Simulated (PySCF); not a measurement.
C₂H₄ClNOSi, SMILES O[Si@@]1(Cl)C=NC1.

The structure is a stationary point at B3LYP-D3(BJ)/def2-SVP. The structure was generated by enumeration; whether it is a known compound was not checked. One conformer was computed; it need not be the lowest.

Two levels are set side by side: TDA-PBE/def2-SVPD (PySCF) and TDA-B3LYP/def2-SVPD (PySCF). Vertical, same geometry. The lowest singlet is HOMO→LUMO 99 % with PBE and HOMO→LUMO 98 % with the other functional; states are paired by order. Differences are taken from unrounded values.

```tsv
quantity	TDA-B3LYP	TDA-PBE	TDA-PBE minus TDA-B3LYP
lowest singlet excitation (eV)	4.27	4.13	-0.14
lowest triplet excitation (TDA) (eV)	3.37	3.23	-0.14
first bright state (f over 0.05) (eV)	6.17	5.46	-0.71
its oscillator strength	0.08	0.07	-0.02
```

Functionals without exact exchange tend to place singlet excitations lower, as here. Differences between two approximate levels are no errors against the true value.

Rough cost on one machine, each run with all the roots and properties that it gave: TDA-B3LYP against TDA-PBE within a factor of 2.
